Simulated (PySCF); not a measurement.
**Nb⁺: excitation energy**

Nb⁺ [Kr] 4d4 (5D) → Nb⁺ [Kr] 4d3 5p1 (high-spin determinant), as a difference of total energies. Computed with PySCF 2.14 in aug-cc-pwCVDZ-PP with ECP28MDF, with scalar relativity through the core potential. Correlated levels: valence: 4s2 4p6 frozen; valence and next inner shell: nothing frozen outside the core potential. The calculations carry no spin-orbit coupling.

```
                                method  excitation energy (eV)
                                   UHF                   3.916
                                   LDA                   4.422
                                   PBE                   4.304
                                  PBE0                   4.360
                                   M06                   4.680
                                  BP86                   4.257
                                 wB97X                   4.410
                                 B97-3                   4.264
                         MP2 (valence)                   4.196
                     SCS-MP2 (valence)                   4.009
    MP2 (valence and next inner shell)                   4.344
SCS-MP2 (valence and next inner shell)                   4.174
```

Task: How much does correlation contribute at MP2 (valence and next inner shell)?

Result: 4.344 − (3.916) = 0.428 eV, measured against UHF.

The determinant of the upper state mixes LS terms, which raises its energy above the lowest term, most at the Hartree-Fock and MP2 levels.
